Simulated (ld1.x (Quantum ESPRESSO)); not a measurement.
# Pseudopotential generation for lead (Pb): PAW, PBE, scalar-relativistic.

Input for ld1.x (Quantum ESPRESSO) 7.5:

```
&input
   title='Pb', zed=82., rel=1, dft='PBE', iswitch=3,
   config='[Xe] 4f14 5d10 6s2 6p2',
   nld=3, rlderiv=2.75, eminld=-4.0, emaxld=5.0, deld=0.02
 /
 &inputp
   pseudotype=3, lpaw=.true., tm=.true., lloc=-1, rcloc=1.90,
   nlcc=.true., new_core_ps=.true., rcore=1.20,
   which_augfun='BESSEL', rmatch_augfun=0.95,
   file_pseudopw='Pb.UPF', file_wfcaegen='ae.wfc', file_wfcncgen='nc.wfc', file_beta='beta', file_chi='chi', file_wfcusgen='us.wfc'
 /
6
6S  1  0   2.00   0.00  1.80  2.30  0.0
6S  1  0   0.00  -0.55  1.80  2.30  0.0
6P  2  1   2.00   0.00  2.20  2.55  0.0
6P  2  1   0.00   0.50  2.20  2.55  0.0
5D  3  2  10.00   0.00  1.35  1.85  0.0
5D  3  2   0.00  -0.75  1.35  1.85  0.0
 &test
   configts(1)='5d10 6s2 6p2'
 /
```

Command:

```bash
ld1.x < Pb.in > Pb.out
```

Output (shortened: banner, matrices, multipoles, cross overlaps and the repeated all-electron block are left out):

```
Program LD1 v.7.5
     --------------------------- All-electron run ----------------------------

     Pb
     scalar relativistic calculation

     atomic number is 82.00
     dft =PBE   lsd =0 sic =0 latt =0  beta=0.20 tr2=1.0E-14
     Exchange-correlation= PBE
                           (   1   4   3   4   0   0   0)
     mesh =1281 r(mesh) =  98.81810 a.u. xmin = -7.00 dx = 0.01250
     1 Ry =  13.60569312 eV, c = 137.03599908

     n l     nl                  e(Ry)          e(Ha)          e(eV)
     1 0     1S 1( 2.00)     -6478.0679     -3239.0339    -88138.6038
     2 0     2S 1( 2.00)     -1158.6573      -579.3286    -15764.3356
     2 1     2P 1( 6.00)      -993.6451      -496.8225    -13519.2297
     3 0     3S 1( 2.00)      -278.1385      -139.0693     -3784.2672
     3 1     3P 1( 6.00)      -230.8358      -115.4179     -3140.6813
     4 0     4S 1( 2.00)       -62.9731       -31.4865      -856.7923
     4 1     4P 1( 6.00)       -47.4752       -23.7376      -645.9325
     3 2     3D 1(10.00)      -182.6494       -91.3247     -2485.0723
     5 0     5S 1( 2.00)       -10.5956        -5.2978      -144.1611
     5 1     5P 1( 6.00)        -6.3087        -3.1544       -85.8346
     4 2     4D 1(10.00)       -29.5533       -14.7766      -402.0927
     4 3     4F 1(14.00)        -9.7674        -4.8837      -132.8923
     5 2     5D 1(10.00)        -1.5565        -0.7782       -21.1771
     6 0     6S 1( 2.00)        -0.8849        -0.4425       -12.0398
     6 1     6P 1( 2.00)        -0.2571        -0.1285        -3.4974

     final scf error:  3.7E-15 reached in  31 iterations

     Etot =  -41763.824751 Ry,  -20881.912375 Ha, -568225.783204 eV

     Ekin =   47222.243069 Ry,   23611.121535 Ha,  642491.347777 eV
     Encl = -104292.783425 Ry,  -52146.391713 Ha,-1418975.606225 eV
     Eh   =   16079.498780 Ry,    8039.749390 Ha,  218772.725967 eV
     Exc  =    -772.783175 Ry,    -386.391587 Ha,  -10514.250723 eV

     normalization and overlap integrals

     s(1S/1S) =  1.000000  <r> =   0.0160  <r2> =    0.0004  r(max) =   0.0099
     s(2S/2S) =  1.000000  <r> =   0.0676  <r2> =    0.0054  r(max) =   0.0575
     s(2P/2P) =  1.000000  <r> =   0.0614  <r2> =    0.0046  r(max) =   0.0476
     s(3S/3S) =  1.000000  <r> =   0.1745  <r2> =    0.0348  r(max) =   0.1601
     s(3P/3P) =  1.000000  <r> =   0.1765  <r2> =    0.0361  r(max) =   0.1622
     s(4S/4S) =  1.000000  <r> =   0.3842  <r2> =    0.1665  r(max) =   0.3609
     s(4P/4P) =  1.000000  <r> =   0.4100  <r2> =    0.1909  r(max) =   0.3842
     s(3D/3D) =  1.000000  <r> =   0.1599  <r2> =    0.0299  r(max) =   0.1311
     s(5S/5S) =  1.000000  <r> =   0.8534  <r2> =    0.8160  r(max) =   0.7932
     s(5P/5P) =  1.000000  <r> =   0.9771  <r2> =    1.0769  r(max) =   0.8766
     s(4D/4D) =  1.000000  <r> =   0.4310  <r2> =    0.2143  r(max) =   0.3890
     s(4F/4F) =  1.000000  <r> =   0.4539  <r2> =    0.2467  r(max) =   0.3520
     s(5D/5D) =  1.000000  <r> =   1.3050  <r2> =    1.9863  r(max) =   1.0707
     s(6S/6S) =  1.000000  <r> =   2.3105  <r2> =    6.0709  r(max) =   1.9509
     s(6P/6P) =  1.000000  <r> =   3.3779  <r2> =   13.3649  r(max) =   2.6665

     ------------------------ End of All-electron run ------------------------

     --------------------- Generating PAW atomic setup --------------------

      Generating local potential from pseudized AE potential:
      Matching radius rcloc =   1.9000

      Local pseudo, rcloc= 1.903 Estimated cut-off energy=     6.96 Ry

      Computing core charge for nlcc:

       r > 1.21 : true rho core
      Core charge pseudized with two Bessel functions
      Integrated core pseudo-charge :  15.90
      Wfc-us  6S rcutus= 2.324  Estimated cut-off energy=     8.78 Ry
      Wfc-us  6S rcutus= 2.324  Estimated cut-off energy=     9.44 Ry
      Wfc-us  6P rcutus= 2.568  Estimated cut-off energy=    11.27 Ry
      Wfc-us  6P rcutus= 2.568  Estimated cut-off energy=    12.58 Ry
      Wfc-us  5D rcutus= 1.856  Estimated cut-off energy=    34.64 Ry
      Wfc-us  5D rcutus= 1.856  Estimated cut-off energy=    43.04 Ry

     Required augmentation: BESSEL   radius:    0.950000
     Suggested rho cutoff for augmentation: 108.47 Ry

     Estimated PAW energy = -870.296247 Ryd

     ------------------- End of pseudopotential generation -------------------

     Computing logarithmic derivative in   2.75124
     Computing logarithmic derivative in   2.75124
     Computing the partial wave expansion
     R is outside the sphere for l=    0 j= 0.00
     R is outside the sphere for l=    0 j= 0.00
     R is outside the sphere for l=    1 j= 0.00
     R is outside the sphere for l=    1 j= 0.00
     R is outside the sphere for l=    2 j= 0.00
     R is outside the sphere for l=    2 j= 0.00

     ---------------------- Testing the pseudopotential ----------------------

     Pb
     scalar relativistic calculation

     atomic number is 82.00   valence charge is 14.00
     dft = SLA  PW   PBX  PBC   lsd =0 sic =0 latt =0  beta=0.20 tr2=1.0E-14
     mesh =1281 r(mesh) =  98.81810 xmin = -7.00 dx = 0.01250

     n l     nl             e AE (Ry)        e PS (Ry)    De AE-PS (Ry)
     3 2     5D   1(10.00)       -1.55649       -1.55649        0.00001
     1 0     6S   1( 2.00)       -0.88491       -0.88491        0.00000
     2 1     6P   1( 2.00)       -0.25706       -0.25706        0.00000

     eps = 1.2E-16  iter =  6

     Etot =  -41763.824751 Ry,  -20881.912375 Ha, -568225.783204 eV
     Etotps =  -870.296269 Ry,    -435.148135 Ha,  -11840.983965 eV

     Ekin =     259.842396 Ry,     129.921198 Ha,    3535.335907 eV
     Encl =    -464.239761 Ry,    -232.119880 Ha,   -6316.303719 eV
     Ehrt =     106.884255 Ry,      53.442127 Ha,    1454.234370 eV
     Ecxc =    -772.783160 Ry,    -386.391580 Ha,  -10514.250522 eV
     (Ecc =     -35.252249 Ry,     -17.626125 Ha,    -479.631285 eV)

     ---------------------- End of pseudopotential test ----------------------
```

Generation and configuration tests took about 2.6 s on one core of a shared server CPU.

Transferability test of the new file with ld1.x, input:

```
&input
   title='Pb', zed=82., rel=1, dft='PBE', iswitch=2,
   config='[Xe] 4f14 5d10 6s2 6p2'
 /
 &test
   file_pseudo='Pb.UPF', nconf=8,
   configts(1)='5d10 6s2 6p2',
   configts(2)='5d10 6s2 6p1',
   configts(3)='5d10 6s2 6p0',
   configts(4)='5d10 6s1 6p0',
   configts(5)='5d10 6s0 6p0',
   configts(6)='5d10 6s2 6p2.3',
   configts(7)='5d10 6s1 6p2',
   configts(8)='5d10 6s0 6p4'
 /
```

```bash
ld1.x < Pb.test.in > Pb.test.out
```

Pseudopotential blocks of its output, shortened (energy terms left out; the distinct warnings before each block abridged to one line each):

```
     ---------------------- Testing the pseudopotential ----------------------

     n l     nl             e AE (Ry)        e PS (Ry)    De AE-PS (Ry)
     3 2     5D   1(10.00)       -1.55649       -1.55649        0.00001
     1 0     6S   1( 2.00)       -0.88491       -0.88491        0.00000
     2 1     6P   1( 2.00)       -0.25706       -0.25706        0.00000

     eps = 1.3E-16  iter =  6

     Etot =  -41763.824751 Ry,  -20881.912375 Ha, -568225.783202 eV
     Etotps =  -870.296269 Ry,    -435.148135 Ha,  -11840.983965 eV

     ---------------------- End of pseudopotential test ----------------------

          ---------------------- Testing the pseudopotential ----------------------

     n l     nl             e AE (Ry)        e PS (Ry)    De AE-PS (Ry)
     3 2     5D   1(10.00)       -2.12059       -2.11881       -0.00179
     1 0     6S   1( 2.00)       -1.41319       -1.41425        0.00106
     2 1     6P   1( 1.00)       -0.72442       -0.72451        0.00009

     eps = 9.1E-15  iter = 15

     Etot =  -41763.341467 Ry,  -20881.670733 Ha, -568219.207784 eV
     Etotps =  -869.812749 Ry,    -434.906375 Ha,  -11834.405339 eV
     dEtot_ae =       0.483284 Ry
     dEtot_ps =       0.483520 Ry,   Delta E=      -0.000236 Ry

     ---------------------- End of pseudopotential test ----------------------

          ---------------------- Testing the pseudopotential ----------------------

     n l     nl             e AE (Ry)        e PS (Ry)    De AE-PS (Ry)
     3 2     5D   1(10.00)       -2.78165       -2.77400       -0.00765  !
     1 0     6S   1( 2.00)       -2.01698       -2.02291        0.00593  !
     2 1     6P   1( 0.00)       -1.26226       -1.26346        0.00119

     eps = 5.9E-15  iter = 22

     Etot =  -41762.353306 Ry,  -20881.176653 Ha, -568205.763176 eV
     Etotps =  -868.823619 Ry,    -434.411809 Ha,  -11820.947535 eV
     dEtot_ae =       1.471445 Ry
     dEtot_ps =       1.472650 Ry,   Delta E=      -0.001206 Ry

     ---------------------- End of pseudopotential test ----------------------

          Warning: n=1, l=0 expected 0 nodes, found 1
     ---------------------- Testing the pseudopotential ----------------------

     n l     nl             e AE (Ry)        e PS (Ry)    De AE-PS (Ry)
     3 2     5D   1(10.00)       -3.63340       -3.64423        0.01083  !
     1 0     6S   1( 1.00)       -2.75538       -2.75703        0.00165
     2 1     6P   1( 0.00)       -1.91770       -1.91212       -0.00559  !

     eps = 6.7E-15  iter = 19

     Etot =  -41759.971226 Ry,  -20879.985613 Ha, -568173.353323 eV
     Etotps =  -866.456056 Ry,    -433.228028 Ha,  -11788.735196 eV
     dEtot_ae =       3.853525 Ry
     dEtot_ps =       3.840214 Ry,   Delta E=       0.013311 Ry

     ---------------------- End of pseudopotential test ----------------------

          ---------------------- Testing the pseudopotential ----------------------

     n l     nl             e AE (Ry)        e PS (Ry)    De AE-PS (Ry)
     3 2     5D   1(10.00)       -4.53253       -4.54150        0.00896  !
     1 0     6S   1( 0.00)       -3.52955       -3.55588        0.02633  !
     2 1     6P   1( 0.00)       -2.61115       -2.61095       -0.00019

     eps = 3.4E-16  iter = 10

     Etot =  -41756.832614 Ry,  -20878.416307 Ha, -568130.650328 eV
     Etotps =  -863.303444 Ry,    -431.651722 Ha,  -11745.841732 eV
     dEtot_ae =       6.992137 Ry
     dEtot_ps =       6.992825 Ry,   Delta E=      -0.000688 Ry

     ---------------------- End of pseudopotential test ----------------------

          ---------------------- Testing the pseudopotential ----------------------

     n l     nl             e AE (Ry)        e PS (Ry)    De AE-PS (Ry)
     3 2     5D   1(10.00)       -1.41419       -1.41413       -0.00006
     1 0     6S   1( 2.00)       -0.74856       -0.74860        0.00004
     2 1     6P   1( 2.30)       -0.13670       -0.13670        0.00000

     eps = 2.7E-15  iter = 16

     Etot =  -41763.883499 Ry,  -20881.941749 Ha, -568226.582509 eV
     Etotps =  -870.355043 Ry,    -435.177521 Ha,  -11841.783620 eV
     dEtot_ae =      -0.058748 Ry
     dEtot_ps =      -0.058774 Ry,   Delta E=       0.000026 Ry

     ---------------------- End of pseudopotential test ----------------------

          ---------------------- Testing the pseudopotential ----------------------

     n l     nl             e AE (Ry)        e PS (Ry)    De AE-PS (Ry)
     3 2     5D   1(10.00)       -2.24735       -2.25705        0.00969  !
     1 0     6S   1( 1.00)       -1.49779       -1.49755       -0.00025
     2 1     6P   1( 2.00)       -0.78619       -0.78421       -0.00197

     eps = 1.9E-15  iter = 33

     Etot =  -41762.641217 Ry,  -20881.320608 Ha, -568209.680404 eV
     Etotps =  -869.120100 Ry,    -434.560050 Ha,  -11824.981371 eV
     dEtot_ae =       1.183534 Ry
     dEtot_ps =       1.176169 Ry,   Delta E=       0.007365 Ry

     ---------------------- End of pseudopotential test ----------------------

          ---------------------- Testing the pseudopotential ----------------------

     n l     nl             e AE (Ry)        e PS (Ry)    De AE-PS (Ry)
     3 2     5D   1(10.00)       -1.79689       -1.80016        0.00327
     1 0     6S   1( 0.00)       -1.03930       -1.04950        0.01020  !
     2 1     6P   1( 4.00)       -0.35807       -0.35795       -0.00012

     eps = 5.8E-15  iter = 13

     Etot =  -41762.513921 Ry,  -20881.256960 Ha, -568207.948447 eV
     Etotps =  -868.986053 Ry,    -434.493026 Ha,  -11823.157565 eV
     dEtot_ae =       1.310830 Ry
     dEtot_ps =       1.310216 Ry,   Delta E=       0.000614 Ry

     ---------------------- End of pseudopotential test ----------------------
```
